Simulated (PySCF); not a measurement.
## Excitation energy of Pd²⁺ by level of theory

Pd²⁺ [Kr] 4d8 (3F) → Pd²⁺ [Kr] 4d7 5p1 (high-spin determinant), as a difference of total energies. Computed with PySCF 2.14 in def2-QZVPPD with the def2 core potential (28 electrons) (7s5p4d4f2g, 88 functions), with scalar relativity through the core potential. Correlated levels: valence: 4s2 4p6 frozen; valence and next inner shell: nothing frozen outside the core potential. The calculations carry no spin-orbit coupling.

```tsv
method	excitation energy (eV)
UHF	12.492
LDA	13.105
PBE	13.011
PBE0	13.130
r2SCAN	13.068
r2SCANh	13.107
r2SCAN0	13.164
M06	13.301
LC-wPBE	13.356
MP2 (valence)	13.531
SCS-MP2 (valence)	13.782
MP2 (valence and next inner shell)	13.292
SCS-MP2 (valence and next inner shell)	13.398
```

Question: How much does correlation contribute at MP2 (valence and next inner shell)?

Answer: 13.292 − (12.492) = 0.800 eV, measured against UHF.

The determinant of the upper state mixes LS terms, which raises its energy above the lowest term, most at the Hartree-Fock and MP2 levels.
